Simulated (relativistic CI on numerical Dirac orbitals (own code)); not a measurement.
**Hg⁷¹⁺: sensitivity of the levels to the model**

Base calculation: Dirac-Coulomb-Breit CI, KLI orbitals optimised for each configuration, model QED (radiative potential, 1s self-energy scaled to tabulated hydrogen-like ionisation energies), unscaled Slater integrals.

Configurations in the expansion (outside the closed core 1s2): 2s2 2p5, 2s 2p6, 2s2 2p4 3s, 2p6 3s, 2p6 3p, 2s2 2p4 3p, 2p6 3d, 2s2 2p4 3d, 2s 2p5 3s, 2s 2p5 3p, 2s 2p5 3d, 2s2 2p4 4s, 2s2 2p4 4p, 2s2 2p4 4d, 2s2 2p4 4f, 2s2 2p3 3s2. Levels of other configurations are missing.

Variants: (1) valence Slater integrals scaled by 0.9; (2) Breit term removed; (3) configuration mixing switched off. Shifts of the energy above 2s2 2p5 2P°_3/2, in eV, for the lowest level and the first level of each name with at least 55 % of one term (blank where a level changes its place among those of its configuration and J or its character, or is not in the variant):

```csv
Level,Base,Δ(1),Δ(2),Δ(3)
2s2 2p5 2P°_3/2,0.0,0.0,0.0,0.0
2s2 2p5 2P°_1/2,1998.6,+0.1,+22.0,-0.4
2s 2p6 2S_1/2,2541.4,+0.2,-1.0,+0.6
2s2 2p4 3s 4P_5/2,9908.8,+1.3,+23.2,-0.4
2s2 2p4 3s 2P_3/2,9921.1,+0.1,+22.4,-0.4
2s2 2p4 3s 2S_1/2,9982.2,-4.7,+11.5,+1.8
2s2 2p4 3p 2P°_1/2,10133.2,-3.7,+5.3,+1.6
2s2 2p4 3p 4D°_7/2,10627.6,+1.5,+24.6,-0.8
2s2 2p4 3d 2D_3/2,10861.4,-4.2,+13.4,+1.2
2s2 2p4 3d 4F_9/2,10919.1,+1.7,+29.9,-1.0
2s2 2p4 3d 2P_1/2,10934.9,+0.4,+26.6,-1.0
2s2 2p4 3s 4P_3/2,11918.4,+2.7,+40.4,+0.1
2s2 2p4 3s 2P_1/2,11929.2,+1.6,+40.5,0.0
2s2 2p4 3s 2D_5/2,11938.6,-0.4,+51.2,-0.2
2s2 2p4 3s 2D_3/2,11945.9,-0.9,+49.6,+0.1
2s 2p5 3s 4P°_5/2,12383.0,+5.0,+25.2,+0.7
2s 2p5 3s 2P°_3/2,12414.6,+1.9,+23.5,-0.4
2s 2p5 3s 2P°_1/2,12487.4,-4.6,+20.9,+1.7
2s2 2p4 3p 4D°_5/2,12637.1,+2.8,+41.0,-2.4
2s 2p5 3p 2D_3/2,12640.7,-4.9,+15.3,-0.9
2s2 2p4 3p 2F°_7/2,12653.7,+0.1,+53.0,-0.6
2s2 2p4 3d 4D_1/2,12791.3,+4.2,+39.9,-0.6
```

At this charge energies of transitions that change n are usually good to better than 1 %, and those within a shell (Δn = 0) to a few per cent.

Ionisation energy from the two ground configurations alone: base 18908.9 eV; Breit term removed 18939.9 eV. The NIST ASD value (theoretical) is 18910 eV.

LS names give the leading component of a level, which can be under half, so a name can repeat, a term be missing and a line seem to break the LS rules.
